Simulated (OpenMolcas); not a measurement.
Ti3+ with its 6 nearest fluoride ions, on the Y site of Cs2NaYF6 (a = 9.075 Å, distance in the model lattice 2.178 Å). The rest of the host is ab initio model potentials to 7.6 Å, with orthogonalisation functions on the cations behind the ligands, and point charges beyond; the distance is set by hand and nothing relaxes. Ligand basis ANO-RCC-VDZP.

```yaml
Program: OpenMolcas 26.06
Method: CASSCF
Basis: ANO-RCC-VTZP [6s5p3d2f1g]
Scalar_Hamiltonian: DKH2, point nucleus
Active_space: 1 electron in 5 orbitals (3d)
State_averaging: 2S+1 = 2 even, 5 roots
Spin-orbit_coupling: state interaction with AMFI integrals over the reference wave functions
```

All ligands move together. At R = 1.98 Å |10Dq| is 16408 cm-1, and at R = 2.178 Å it is 10263 cm-1.

Problem. A third run gives 13855 cm-1. What distance was it run at?

Solution. With a power law R^-n the two known points give n = -ln(10263 / 16408) / ln(2.178 / 1.98) = 4.92. Then R = 1.98 × (16408 / 13855)^(1/4.92) = 2.049 Å. The run was at 2.049 Å, so the estimate is off by 0 Å.

An orbital triplet at a regular site is open to Jahn-Teller coupling, which can distort the site and quench the lowest spin-orbit gaps and is left out. Ligand-to-metal charge-transfer states are missing. With metal d orbitals alone and no dynamic correlation 10Dq can be off by a tenth to a fifth, either way, in oxide and fluoride hosts. No measured value stands beside these numbers; the geometry was set by hand and not optimised.
